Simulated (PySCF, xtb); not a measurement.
C₄H₇ClSi, SMILES CC([SiH3])=C=CCl.

xtb with GFN2-xTB at its own geometry gives an orbital gap of 3.83 eV and a dipole moment of 2.57 D.

Coordinates come from a B3LYP-D3(BJ)/def2-SVP optimisation. This is a generated structure with no PubChem entry under its InChIKey; it may be hypothetical.

**Question.** What does PBE/def2-TZVP (PySCF) give? (The exact figures need the calculation; the answer reports its results.)

**Answer.** gap 4.03 eV (levels -5.95 and -1.92 eV), dipole 1.90 D.
